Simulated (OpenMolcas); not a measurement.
Ionisation energies of vanadium

```yaml
Program: OpenMolcas 26.06
Basis: ANO-R2 [6s4p4d2f1g]
Scalar_Hamiltonian: X2C, finite nucleus
Spin-orbit_coupling: state interaction with AMFI integrals over the reference wave functions, term energies averaged over their components
```

Active shells in each charge state: the valence d, s shells, with orbitals averaged over the low states. Where CASPT2's correlated closed shells are named, they are those of the first ion.

A. CASSCF
B. SS-CASPT2, IPEA 0.25 Eh, imaginary shift 0.1 Eh (closed shells correlated: 3s 3p)
C. SS-CASPT2, IPEA 0.25 Eh, imaginary shift 0.1 Eh (closed shells correlated: 2s 2p 3s 3p)
D. SS-CASPT2, IPEA 0 Eh, imaginary shift 0.1 Eh (closed shells correlated: 3s 3p)

Energies in eV between the lowest computed levels, named as in B; reference values from the NIST Atomic Spectra Database with their kind.

```
            From              To       A       B       C       D  Spin-orbit share in B          Reference
V 3d3 4s2 4F 3/2      V+ 3d4 5D0   5.596   6.895   6.890   7.026                 +0.005   6.746 (measured)
      V+ 3d4 5D0  V2+ 3d3 4F 3/2  13.432  14.604  14.611  14.732                 -0.014  14.634 (measured)
```

Other lowest levels: A, V 3d4 4s 6D 1/2 to 3d3 4s 5F1; A, V+ 3d3 4s 5F1 to 3d3 4F 3/2.

Error against the reference values, in %:

| From | Reference | A | B | C | D |
| --- | --- | --- | --- | --- | --- |
| V | measured | -17.0 | +2.2 | +2.1 | +4.2 |
| V+ | measured | -8.2 | -0.2 | -0.2 | +0.7 |

Mean absolute error over the 2 measured values: A 1.18 eV, B 0.09 eV, C 0.08 eV, D 0.19 eV.

The lowest level within the active space need not be the ion's true ground level.
